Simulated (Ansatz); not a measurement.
Problem. Name a neutral molecule of B, Ge, N, O and H with LUMO energy (PBE/def2-TZVPP) between -2.00 and -1.70 eV and HOMO energy (B3LYP/def2-TZVPP) between -6.70 and -6.40 eV (Ansatz, PBE0-D4/def2-TZVP geometry).

Solution. `[NH2][GeH]1[BH][O]1` (-1.72 eV, -6.62 eV). Other molecules can fit too; these were computed, each in one conformer that needn't be the lowest.

B3LYP here is the variant with VWN-RPA as its local correlation; programs differ in this.
